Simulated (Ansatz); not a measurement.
Total energies of `CN[BH][AlH2]`.

Z-matrix (Å, degrees):
```
C
N 1 1.447
H 1 1.094 2 111.3
H 1 1.089 2 108.9 3 -119.7
H 1 1.094 2 111.3 3 120.6
B 2 1.388 1 127.3 3 119.9
H 2 1.010 1 113.1 3 -60.1
Al 6 2.134 2 118.1 1 180.0
H 6 1.204 2 115.7 1 -0.1
H 8 1.604 6 118.6 2 -0.1
H 8 1.595 6 125.5 2 179.8
```

Total charge 0; spin multiplicity 1. The structure was optimised at the PBE0-D4/def2-TZVP level. It is one conformer, not always the lowest. Basis def2-TZVPP, the Gaussian-basis code of Ansatz.

RPA on PBE orbitals: Hartree–Fock energy of these orbitals -363.00112 Eh, correlation -1.01455 Eh (frozen core).

```tsv
functional	energy without D4 (Eh)	D4 term (kJ/mol)
revPBE	-364.30386	-54.2
ωB97M-V	-364.30726	–
```

Q: Give the same for LDA (SPW92), PBE, BLYP, r2SCAN, B97M-V, PBE0, B3LYP, r2SCANh, r2SCAN0, HSE06 (plane-wave form), BHLYP, CAM-B3LYP, LC-ωPBE, ωB97X-V, B2PLYP, PBE-QIDH. (Best estimate.)

A: Ansatz gave: 
```
             functional  energy without D4 (Eh)  D4 term (kJ/mol)
            LDA (SPW92)              -362.19055                 –
                    PBE              -364.08138             -16.9
                   BLYP              -364.33777             -37.3
                 r2SCAN              -364.28727              -4.2
                 B97M-V              -364.34256                 –
                   PBE0              -364.12534             -14.2
                  B3LYP              -364.43378             -27.1
                r2SCANh              -364.28097              -4.5
                r2SCAN0              -364.27236              -4.9
HSE06 (plane-wave form)              -364.11145             -13.2
                  BHLYP              -364.32622             -20.2
              CAM-B3LYP              -364.33410             -14.3
                LC-ωPBE              -364.23223                 –
                ωB97X-V              -364.32065                 –
                 B2PLYP              -364.16510                 –
               PBE-QIDH              -364.01833                 –
```

B3LYP takes the VWN-RPA correlation (the form of Gaussian; ORCA's B3LYP/G). HSE06 is the plane-wave form, built on full-range PBE exchange. The double hybrids freeze the cores in their second-order part.

LC-ωPBE has ω = 0.4 bohr⁻¹.
